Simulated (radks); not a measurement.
The mean radii <r> (bohr) of the occupied orbitals of an atom or ion are listed with their occupations. Calculated with a radial shooting solver on a logarithmic mesh with Libxc functionals: Dirac Kohn-Sham, relativistic LDA (MacDonald-Vosko exchange, VWN5 correlation), spin-unpolarised, spherical densities, finite nucleus; Fermi nuclear charge, rms radius of each element as measured or else 0.836 A^(1/3) + 0.57 fm.

orbital  occ.      <r>
1s1/2       2  0.01723
2s1/2       2  0.07197
2p1/2       2  0.05928
2p3/2       4  0.06764
3s1/2       2   0.1855
3p1/2       2   0.1755
3p3/2       4   0.1902
3d3/2       4   0.1654
3d5/2       6   0.1698
4s1/2       2   0.3791
4p1/2       2   0.3756
4p3/2       4   0.3982
4d3/2       3   0.3868

Name the element and its charge. Open shells, if any, fill j = l - 1/2 first.

Answer. Z = 78, platinum, charge +39: Pt39+ in [Kr] 4d3. The 1s radius gives Z: for a bare nucleus <r> = (2 gamma + 1)/(2Z) with gamma = sqrt(1 - (Z/c)^2), 0.01695 bohr for Z = 78, and screening makes it slightly larger (0.01723 here). The occupations add up to 39, and the charge is Z minus that.
